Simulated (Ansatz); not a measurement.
Ansatz (a first-principles code) job for Te(Br)(SMe) (CH₃BrSTe), SMILES CS[Te]Br, PBE-D3(BJ)/def2-SVP. 

Ansatz 0.2 input:
```yaml
crystal:
  periodic: [false, false, false]
  atoms:
    - {symbol: Te, position_ang: [0.06485783, -0.29863861, 0.86772493]}
    - {symbol: Br, position_ang: [0.84921086, 1.63861978, -0.63164062]}
    - {symbol: S, position_ang: [-0.68058501, -1.89752945, -0.74674662]}
    - {symbol: C, position_ang: [-2.35745881, -1.30658001, -1.19400018]}
    - {symbol: H, position_ang: [-3.01394908, -1.26904323, -0.31479112]}
    - {symbol: H, position_ang: [-2.75080737, -2.03543200, -1.91899141]}
    - {symbol: H, position_ang: [-2.29611741, -0.31805818, -1.66854466]}
basis:
  gaussian:
    orbitals: def2-SVP
hamiltonian:
  xc: pbe
  dispersion: d3bj
relax: {f_tol: 0.002, max_steps: 200}
```

Output:

```
WARN ansatz: RAYON_NUM_THREADS=1 ignored (pool sized by the plan → 1); use --threads N
Functional definition: PBE
integrals: 0.05 GiB planned
1202 factors; their error is unknown
mean field: 0.28 GiB planned
mean field evaluation 1: about -89226.6995 eV, gradient 4.7e1 eV
mean field evaluation 2: about -89208.1261 eV, gradient 8.5e1 eV
mean field evaluation 4: about -89231.7768 eV, gradient 1.4e1 eV
mean field evaluation 8: about -89232.4419 eV, gradient 9.0e-2 eV
mean field evaluation 16: about -89232.3578 eV, gradient 2.4e-5 eV
mean field -89232.35784159 eV, -3279.2286668140 hartree, gradient 2.4e-5 eV, S^2 0.000000; 0 other end points of the search recorded, 0 dependent functions left out
the calculation of the forces begins
reference -89232.35787404 eV, -3279.2286680065 hartree; 42, 42 occupied and 63, 63 virtual orbitals, 1202 factors
relax step   1: F+E_penalty+E_count = -89232.57140655 eV  Δ(F+E_penalty+E_count) = +0.000e0 eV  max|allowed force component| = 2.383e-1 eV/Å  Δτ_max = 0.0000 Å  (27 SCF iters, accepted)
these checks for a lower state are left out or cut short: starts, cluster_reference, orbital_swaps, neighbouring_geometries, increment
integrals: 0.05 GiB planned
1202 factors; their error is unknown
mean field: 0.27 GiB planned
mean field -89232.36372498 eV, -3279.2288830246 hartree, gradient 1.1e-5 eV, S^2 0.000000; 0 other end points of the search recorded, 0 dependent functions left out
the calculation of the forces begins
reference -89232.36375759 eV, -3279.2288842230 hartree; 42, 42 occupied and 63, 63 virtual orbitals, 1202 factors
relax step   2: F+E_penalty+E_count = -89232.57534281 eV  Δ(F+E_penalty+E_count) = -3.936e-3 eV  max|allowed force component| = 7.048e-2 eV/Å  Δτ_max = 0.0507 Å  (29 SCF iters, accepted)
these checks for a lower state are left out or cut short: starts, cluster_reference, orbital_swaps, neighbouring_geometries, increment
integrals: 0.05 GiB planned
1202 factors; their error is unknown
mean field: 0.27 GiB planned
mean field -89232.36402444 eV, -3279.2288940294 hartree, gradient 1.1e-5 eV, S^2 0.000000; 0 other end points of the search recorded, 0 dependent functions left out
the calculation of the forces begins
reference -89232.36405702 eV, -3279.2288952266 hartree; 42, 42 occupied and 63, 63 virtual orbitals, 1202 factors
relax step   3: F+E_penalty+E_count = -89232.57589924 eV  Δ(F+E_penalty+E_count) = -5.564e-4 eV  max|allowed force component| = 1.579e-2 eV/Å  Δτ_max = 0.0092 Å  (30 SCF iters, accepted)
these checks for a lower state are left out or cut short: starts, cluster_reference, orbital_swaps, neighbouring_geometries, increment
integrals: 0.05 GiB planned
1202 factors; their error is unknown
mean field: 0.27 GiB planned
mean field evaluation 32: about -89232.4479 eV, gradient 2.7e-1 eV
mean field -89232.36421915 eV, -3279.2289011850 hartree, gradient 1.1e-5 eV, S^2 0.000000; 0 other end points of the search recorded, 0 dependent functions left out
the calculation of the forces begins
reference -89232.36425174 eV, -3279.2289023827 hartree; 42, 42 occupied and 63, 63 virtual orbitals, 1202 factors
relax step   4: F+E_penalty+E_count = -89232.57602433 eV  Δ(F+E_penalty+E_count) = -1.251e-4 eV  max|allowed force component| = 7.089e-3 eV/Å  Δτ_max = 0.0059 Å  (30 SCF iters, accepted)
these checks for a lower state are left out or cut short: starts, cluster_reference, orbital_swaps, neighbouring_geometries, increment
integrals: 0.05 GiB planned
1202 factors; their error is unknown
mean field: 0.27 GiB planned
mean field -89232.36445959 eV, -3279.2289100209 hartree, gradient 1.1e-5 eV, S^2 0.000000; 0 other end points of the search recorded, 0 dependent functions left out
the calculation of the forces begins
reference -89232.36449220 eV, -3279.2289112193 hartree; 42, 42 occupied and 63, 63 virtual orbitals, 1202 factors
relax step   5: F+E_penalty+E_count = -89232.57609565 eV  Δ(F+E_penalty+E_count) = -7.132e-5 eV  max|allowed force component| = 7.684e-3 eV/Å  Δτ_max = 0.0096 Å  (30 SCF iters, accepted)
these checks for a lower state are left out or cut short: starts, cluster_reference, orbital_swaps, neighbouring_geometries, increment
integrals: 0.05 GiB planned
1202 factors; their error is unknown
mean field: 0.27 GiB planned
mean field -89232.36464977 eV, -3279.2289170098 hartree, gradient 1.1e-5 eV, S^2 0.000000; 0 other end points of the search recorded, 0 dependent functions left out
the calculation of the forces begins
reference -89232.36468240 eV, -3279.2289182089 hartree; 42, 42 occupied and 63, 63 virtual orbitals, 1202 factors
relax step   6: F+E_penalty+E_count = -89232.57612477 eV  Δ(F+E_penalty+E_count) = -2.912e-5 eV  max|allowed force component| = 4.138e-3 eV/Å  Δτ_max = 0.0089 Å  (30 SCF iters, accepted)
these checks for a lower state are left out or cut short: starts, cluster_reference, orbital_swaps, neighbouring_geometries, increment
integrals: 0.05 GiB planned
1202 factors; their error is unknown
mean field: 0.27 GiB planned
mean field -89232.36141196 eV, -3279.2287980226 hartree, gradient 9.9e-6 eV, S^2 0.000000; 0 other end points of the search recorded, 0 dependent functions left out
the calculation of the forces begins
reference -89232.36144463 eV, -3279.2287992232 hartree; 42, 42 occupied and 63, 63 virtual orbitals, 1202 factors
relax step   7: F+E_penalty+E_count = -89232.57302593 eV  Δ(F+E_penalty+E_count) = +3.099e-3 eV  max|allowed force component| = 2.007e-1 eV/Å  Δτ_max = 0.0147 Å  (29 SCF iters, rejected (line search))
these checks for a lower state are left out or cut short: starts, cluster_reference, orbital_swaps, neighbouring_geometries, increment
integrals: 0.05 GiB planned
1202 factors; their error is unknown
mean field: 0.27 GiB planned
mean field evaluation 64: about -89232.3647 eV, gradient 2.3e-5 eV
mean field -89232.36470074 eV, -3279.2289188829 hartree, gradient 2.3e-5 eV, S^2 0.000000; 0 other end points of the search recorded, 0 dependent functions left out
the calculation of the forces begins
reference -89232.36473337 eV, -3279.2289200823 hartree; 42, 42 occupied and 63, 63 virtual orbitals, 1202 factors
relax step   8: F+E_penalty+E_count = -89232.57612157 eV  Δ(F+E_penalty+E_count) = +3.207e-6 eV  max|allowed force component| = 3.734e-3 eV/Å  Δτ_max = 0.0025 Å  (23 SCF iters, rejected (line search))
these checks for a lower state are left out or cut short: starts, cluster_reference, orbital_swaps, neighbouring_geometries, increment
integrals: 0.05 GiB planned
1202 factors; their error is unknown
mean field: 0.27 GiB planned
mean field -89232.36465236 eV, -3279.2289171051 hartree, gradient 2.0e-5 eV, S^2 0.000000; 0 other end points of the search recorded, 0 dependent functions left out
the calculation of the forces begins
reference -89232.36468499 eV, -3279.2289183042 hartree; 42, 42 occupied and 63, 63 virtual orbitals, 1202 factors
relax step   9: F+E_penalty+E_count = -89232.57612932 eV  Δ(F+E_penalty+E_count) = -4.549e-6 eV  max|allowed force component| = 1.138e-3 eV/Å  Δτ_max = 0.0012 Å  (21 SCF iters, accepted)
these checks for a lower state are left out or cut short: starts, cluster_reference, orbital_swaps, neighbouring_geometries, increment
integrals: 0.05 GiB planned
1202 factors; their error is unknown
mean field: 0.27 GiB planned
mean field -89232.36470049 eV, -3279.2289188737 hartree, gradient 1.7e-5 eV, S^2 0.000000; 0 other end points of the search recorded, 0 dependent functions left out
the calculation of the forces begins
reference -89232.36473313 eV, -3279.2289200733 hartree; 42, 42 occupied and 63, 63 virtual orbitals, 1202 factors
relax step  10: F+E_penalty+E_count = -89232.57613228 eV  Δ(F+E_penalty+E_count) = -2.959e-6 eV  max|allowed force component| = 1.775e-3 eV/Å  Δτ_max = 0.0037 Å  (22 SCF iters, accepted)
these checks for a lower state are left out or cut short: starts, cluster_reference, orbital_swaps, neighbouring_geometries, increment
integrals: 0.05 GiB planned
1202 factors; their error is unknown
mean field: 0.28 GiB planned
mean field -89232.36469050 eV, -3279.2289185067 hartree, gradient 2.0e-5 eV, S^2 0.000000; 0 other end points of the search recorded, 0 dependent functions left out
the calculation of the forces begins
reference -89232.36472314 eV, -3279.2289197062 hartree; 42, 42 occupied and 63, 63 virtual orbitals, 1202 factors
relax step  11: F+E_penalty+E_count = -89232.57613050 eV  Δ(F+E_penalty+E_count) = +1.783e-6 eV  max|allowed force component| = 3.098e-3 eV/Å  Δτ_max = 0.0038 Å  (23 SCF iters, rejected (line search))
these checks for a lower state are left out or cut short: starts, cluster_reference, orbital_swaps, neighbouring_geometries, increment
integrals: 0.05 GiB planned
1202 factors; their error is unknown
mean field: 0.27 GiB planned
mean field -89232.36466355 eV, -3279.2289175162 hartree, gradient 7.7e-6 eV, S^2 0.000000; 0 other end points of the search recorded, 0 dependent functions left out
the calculation of the forces begins
reference -89232.36469619 eV, -3279.2289187157 hartree; 42, 42 occupied and 63, 63 virtual orbitals, 1202 factors
relax step  12: F+E_penalty+E_count = -89232.57613344 eV  Δ(F+E_penalty+E_count) = -1.159e-6 eV  max|allowed force component| = 6.463e-4 eV/Å  Δτ_max = 0.0019 Å  (22 SCF iters, accepted)
integrals: 0.05 GiB planned
1202 factors; their error is unknown
mean field: 0.27 GiB planned
mean field evaluation 96: about -89232.4138 eV, gradient 3.2e0 eV
mean field -89232.36466355 eV, -3279.2289175162 hartree, gradient 7.6e-6 eV, S^2 0.000000; 1 other end points of the search recorded, 0 dependent functions left out
the calculation of the forces begins
reference -89232.36469619 eV, -3279.2289187157 hartree; 42, 42 occupied and 63, 63 virtual orbitals, 1202 factors
Total energy: -89232.57616608 eV, -3279.2366900909 hartree
Atom 0 at     0.074525    -0.290848     0.855575 Å, force     0.000301     0.000223    -0.000288 eV/Å
Atom 1 at     0.905557     1.668655    -0.594264 Å, force     0.000068     0.000306     0.000278 eV/Å
Atom 2 at    -0.681728    -1.880457    -0.756912 Å, force    -0.000084    -0.000218     0.000282 eV/Å
Atom 3 at    -2.369778    -1.315965    -1.197437 Å, force    -0.000503    -0.000646    -0.000097 eV/Å
Atom 4 at    -3.024534    -1.268963    -0.307453 Å, force     0.000130     0.000092    -0.000007 eV/Å
Atom 5 at    -2.763289    -2.069287    -1.909592 Å, force    -0.000251     0.000098    -0.000160 eV/Å
Atom 6 at    -2.325601    -0.329796    -1.696907 Å, force     0.000337     0.000145    -0.000008 eV/Å
Dipole moment:    -0.461535    -0.237005     0.114309 e Å
```

The calculation finished and met its thresholds.
